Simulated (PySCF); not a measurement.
A structure optimised at PBE0-D3(BJ)/def2-TZVP, used in a PySCF frequency run:

```xyz
9

C      1.2352     0.2047    -0.3292
C      0.0689    -0.3953     0.3507
N     -1.1753     0.1893    -0.1265
H      2.2261     0.1240     0.0985
H      1.1256     0.5858    -1.3369
H      0.2098    -0.3291     1.4432
H      0.0269    -1.4750     0.1296
H     -1.2130     1.1718     0.1157
H     -1.9725    -0.2591     0.3064
```
Charge 0, spin multiplicity 2.

Q: Write its SMILES and formula.

A: [CH2]CN, C₂H₆N

Q: What are its rotational constants (standard atomic weights)?

A: 37.160, 9.6369, 8.2979 GHz
